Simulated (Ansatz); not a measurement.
Calculated with Ansatz (gas phase, PBE0-D4/def2-TZVP geometries, no zero-point term in ΔE). CCSD(T)/CBS adds triple-zeta CCSD(T) − MP2 to the extrapolated MP2 energy (def2 sets, frozen cores). This one scheme is used for every species. DFT in def2-TZVPP. B3LYP here is the variant with VWN-RPA as its local correlation; programs differ in this. def2 core potentials past Kr. For Sn outer-core shells are correlated without core-valence functions, which leaves a few kJ/mol of doubt a bond. Each species was taken in one conformer, which may not be the lowest.

`C[SiH](O)[SnH3]` + `O[SiH](O)F` → `C[Si@H](O)O[Si@@H](O)F` + `[SnH4]`  (cleavage of the Si–Sn bond)

```csv
level,ΔE (kcal/mol)
r2SCAN-D4,-29.4
PBE0-D4,-26.8
B3LYP-D4,-29.8
ωB97X-V,-30.3
PBE,-23.9
MP2/def2-TZVPP,-30.0
HF/def2-QZVPP,-34.8
MP2/CBS(def2),-28.1
```

Problem. What does CCSD(T)/CBS give? (Estimate.)

Solution. Computed: -28.6 kcal/mol. The listed levels differ from it by -0.8, 1.8, -1.2, -1.7, 4.7, -1.4, -6.2, 0.5 kcal/mol.

Largest T1 diagnostic among the species: 0.013.

In def2-TZVPP, CCSD(T) changes the Hartree–Fock value by +3.9 kcal/mol (the triples alone add +0.4 kcal/mol) and MP2 by +4.4 kcal/mol. The D4 term adds −1.2 kcal/mol with B3LYP and −0.7 kcal/mol with PBE0; it sums over pairs of atoms, weighted by their polarisabilities, and B3LYP, whose exchange is more repulsive, gets the larger term. From PBE to PBE0 (25 % exact exchange), in def2-TZVPP and without D4, ΔE moves by −2.2 kcal/mol.
